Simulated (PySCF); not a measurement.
## How methods differ on the interval between two levels of Hf

Hf [Xe] 4f14 5d2 6s2 [3F4, M_J = 4] → Hf [Xe] 4f14 5d1 6s2 7s1 [3D3, M_J = 3], as a difference of total energies. All numbers are calculated (PySCF 2.14, the two-component X2C-1e Hamiltonian, in x2c-TZVPall-2c with one added diffuse shell each of s, p, d type (12s12p11d2f, 117 functions)). Correlated levels: [Kr] 4d10 4f14 frozen; the 34 highest virtual spinors dropped. "Screened" scales the spin-orbit matrix elements by Boettger's factors to mimic the two-electron term; Breit and QED terms are absent.

| method | interval between two levels (cm⁻¹) |
| --- | --- |
| GHF (screened spin-orbit) | -772.12 |
| GMP2 (screened spin-orbit) | -727.52 |

The labels give the starting determinants; with spin-orbit coupling the two ends relaxed to ⟨J²⟩ = 20.17, ⟨L²⟩ = 12.35, ⟨S²⟩ = 2.12 and ⟨J²⟩ = 16.84, ⟨L²⟩ = 12.36, ⟨S²⟩ = 2.08.

The promoted electron is Rydberg-like, and one or two diffuse shells describe it only roughly, which tends to raise the upper state.

The determinant of the upper state mixes levels of different J (the jj label is only the starting occupation), so the difference between spin-free and spin-orbit rows is not the physical spin-orbit shift.
